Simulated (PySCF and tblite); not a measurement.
The numbers below are computed, except where a source is named.
3 regioisomers of C₈H₁₄S:

```
isomer                                                           SMILES
     A  [CH3:1][S:2][C@@H:3]1[CH2:4][CH:5]=[CH:6][CH2:7][CH2:8][CH2:9]1
     B    [CH3:1][S:2][C:3]1=[CH:4][CH2:5][CH2:6][CH2:7][CH2:8][CH2:9]1
     C    [CH3:1][S:2][CH:3]1[CH2:4][CH2:5][CH:6]=[CH:7][CH2:8][CH2:9]1
```

Protocol: conformer search, at most 6 conformers an isomer, GFN2-xTB geometries, energies PBE0/6-31G* (D3(BJ) added where defined), weights at 298.15 K with GFN2-xTB thermal terms. Programs: PySCF with density fitting and tblite.

(1) Rank the isomers by free energy at 298.15 K.

The cap on conformers cut off some of the population, so the set may be incomplete.

## Answers

(1) 
```
isomer  ΔG (kcal/mol)  ΔE, lowest conformer  conformers  largest weight %  rms dipole (D)
     B            0.0                   0.0           4                56            2.00
     C            2.5                   3.1           5                31            1.73
     A            2.8                   3.2           6                25            1.77
```

ΔG is for one enantiomer.
